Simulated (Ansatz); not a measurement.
The same path of AlCl2FH2 (6 atoms, charge 0, multiplicity 1) was run 3 times with different band settings. Lost on the way: Al1–H2, H5–F6. Made: H2–H5.

Level of theory: Ansatz, UKS PBE0-D4/def2-SVP.

Relaxed end points:

```xyz
6
Properties=species:S:1:pos:R:3
Al -0.585 0.118 -0.107
H -0.780 -1.366 0.407
Cl -0.642 0.503 -2.176
Cl -1.008 1.718 1.196
H 1.584 -0.917 0.506
F 1.431 -0.056 0.175
```

```xyz
6
Properties=species:S:1:pos:R:3
Al 0.056 0.599 -0.210
H -0.331 -1.427 0.482
Cl -0.745 0.242 -2.097
Cl -1.114 1.458 1.280
H 0.435 -1.383 0.544
F 1.699 0.511 0.001
```

Common settings: movable images 7; climbing image yes; optimiser quadratic models (default); start path through a guess of the saddle point; force threshold 0.05 eV/Å; end points relaxed.

| run | spring | iteration limit |
| --- | --- | --- |
| 1 | 5.0 eV/Å² | 60 |
| 2 | 50.0 eV/Å² | 60 |
| 3 | 5.0 eV/Å² | 3 |

What does each run give, and how far can it be trusted?

Run 1: converged after 8 iterations, highest image 0.132 eV above the first end. A vibrational analysis at the climbing image gives one clearly imaginary mode, 639i cm⁻¹: a first-order saddle point.
Run 2: converged after 8 iterations, highest image 0.132 eV above the first end. Another band between the same ends (7 images) ends at a top of the same energy, where a vibrational analysis finds 1 clearly imaginary mode.
Run 3: not converged after 3 iterations, highest image 0.169 eV above the first end. The band didn't meet its force threshold, so its energies are provisional: the largest band force was still 1.45 eV/Å, and over the last iterations the top moved between 0.17 and 0.79 eV.
The orbitals stay closed-shell, which can raise the energy where a bond breaks towards radicals; this wasn't checked here.
